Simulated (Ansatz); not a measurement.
```yaml
crystal:
  periodic: [false, false, false]
  atoms:
    - {symbol: C, position_ang: [-0.729472, 0.022103, 1.421924]}
    - {symbol: C, position_ang: [0.114075, -0.876856, 0.405809]}
    - {symbol: C, position_ang: [1.568248, -0.269267, 0.143751]}
    - {symbol: Sn, position_ang: [-1.037440, -1.200599, -1.595753]}
    - {symbol: N, position_ang: [-1.053459, 0.858897, -2.077877]}
    - {symbol: H, position_ang: [-0.914195, 1.077013, 1.004255]}
    - {symbol: H, position_ang: [-1.758667, -0.431421, 1.659210]}
    - {symbol: H, position_ang: [-0.177845, 0.150611, 2.426165]}
    - {symbol: H, position_ang: [0.231056, -1.929847, 0.856035]}
    - {symbol: H, position_ang: [2.155232, -0.145389, 1.128339]}
    - {symbol: H, position_ang: [2.204225, -0.933942, -0.545489]}
    - {symbol: H, position_ang: [1.513343, 0.769162, -0.346189]}
    - {symbol: H, position_ang: [-1.494940, 1.244088, -2.958866]}
    - {symbol: H, position_ang: [-0.633707, 1.634893, -1.490970]}
basis:
  gaussian: {orbitals: def2-mTZVPP}
total_charge: 1
magnetization: {spin_polarized: true, initial_magnetization: 9}
hamiltonian: {xc: {name: BHLYP}, dispersion: d4}
output: {forces: true}
```

```sh
$ ansatz run in.yaml --threads 4 --pin off --events-out ev --progress --plain --max-ram 11315MiB
```

It prints (some lines left out):

```
Functional definition: BHLYP
1607 factors; integrals over basis functions are off by at most 1.1e-3 eV
mean field evaluation 1: about -10527.7012 eV, gradient 4.4e1 eV
mean field evaluation 2: about -10521.6883 eV, gradient 5.5e1 eV
mean field evaluation 4: about -10538.3562 eV, gradient 5.5e0 eV
mean field evaluation 8: about -10538.7576 eV, gradient 8.1e-1 eV
mean field evaluation 16: about -10538.8505 eV, gradient 9.2e-2 eV
mean field evaluation 32: about -10539.0538 eV, gradient 5.8e-1 eV
mean field -10539.08870712 eV, -387.3043663358 hartree, gradient 2.4e-5 eV, S^2 24.765921; 6 other end points of the search recorded, 0 dependent functions left out
reference -10539.08890779 eV, -387.3043737104 hartree; 32, 23 occupied and 130, 139 virtual orbitals, 1607 factors
Total energy: -10539.46169414 eV, -387.3180733560 hartree
Atom 0 at    -0.729472     0.022103     1.421924 Å, force     0.705745     2.339435     2.707471 eV/Å
Atom 1 at     0.114075    -0.876856     0.405809 Å, force     1.064302    12.678468    -0.972233 eV/Å
Atom 2 at     1.568248    -0.269267     0.143751 Å, force     2.358094     2.133240     1.784166 eV/Å
Atom 3 at    -1.037440    -1.200599    -1.595753 Å, force    -2.836615    -4.272707    -4.164991 eV/Å
Atom 4 at    -1.053459     0.858897    -2.077877 Å, force    -0.216345     4.534513    -1.385727 eV/Å
Atom 5 at    -0.914195     1.077013     1.004255 Å, force     0.523073    -1.654840    -0.220343 eV/Å
Atom 6 at    -1.758667    -0.431421     1.659210 Å, force     1.008309    -1.022649    -0.998086 eV/Å
Atom 7 at    -0.177845     0.150611     2.426165 Å, force    -0.520892    -0.616476    -1.498943 eV/Å
Atom 8 at     0.231056    -1.929847     0.856035 Å, force     1.386766   -10.312160     4.848170 eV/Å
Atom 9 at     2.155232    -0.145389     1.128339 Å, force    -1.113050    -0.541184    -1.171667 eV/Å
Atom 10 at     2.204225    -0.933942    -0.545489 Å, force    -1.546378    -0.699227     0.423215 eV/Å
Atom 11 at     1.513343     0.769162    -0.346189 Å, force    -0.766595    -1.491687     0.497526 eV/Å
Atom 12 at    -1.494940     1.244088    -2.958866 Å, force     0.221638    -0.463931     0.501532 eV/Å
Atom 13 at    -0.633707     1.634893    -1.490970 Å, force    -0.268051    -0.610796    -0.350090 eV/Å
Dipole moment:     0.928368     1.751685     1.277450 e Å
```

Problem. Something in this input is off. What?

Solution. The spin is set far too high for this molecule. Self-consistency was reached. The result belongs to that input, not to the molecule as meant.
